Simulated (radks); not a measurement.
Results of a calculation; reference values are marked as such.
Spin polarisation of the 4f7 shell in the gadolinium ion Gd+. Start: [Xe] 4f(up 3.5, down 3.5) 5d(up 0.5, down 0.5) 6s(up 0.5, down 0.5); electrons of 4f are moved from spin down to spin up, other shells keep equal spins. Level of theory: non-relativistic Kohn-Sham, PBE, spin-polarised, spherical densities, point nucleus (a radial shooting solver on a logarithmic mesh with Libxc functionals).

moment (Bohr magnetons)  E - E(0) (eV)  e(4f up) (eV)  e(4f down) (eV)  6s down minus up (eV)  5d down minus up (eV)  5p down minus up (eV)
0                                0.000        -19.177          -19.177                 0.000                 0.000                 0.000
1                               -0.201        -19.564          -18.760                  0.031                  0.098                  0.279
2                               -0.804        -19.920          -18.313                  0.062                  0.196                  0.559
3                               -1.809        -20.246          -17.835                  0.093                  0.295                  0.839
4                               -3.215        -20.541          -17.326                  0.125                  0.395                  1.122
5                               -5.023        -20.802          -16.786                  0.157                  0.496                  1.407
6                               -7.231        -21.030          -16.213                  0.190                  0.598                  1.696
7                               -9.839        -21.222          -15.606                  0.224                  0.702                  1.988

At moment 7 the spin-polarisation energy is -9.839 eV and the 4f exchange splitting 5.617 eV, that is 0.802 eV per Bohr magneton; E = -I m^2/4 would give I = 0.803 eV.
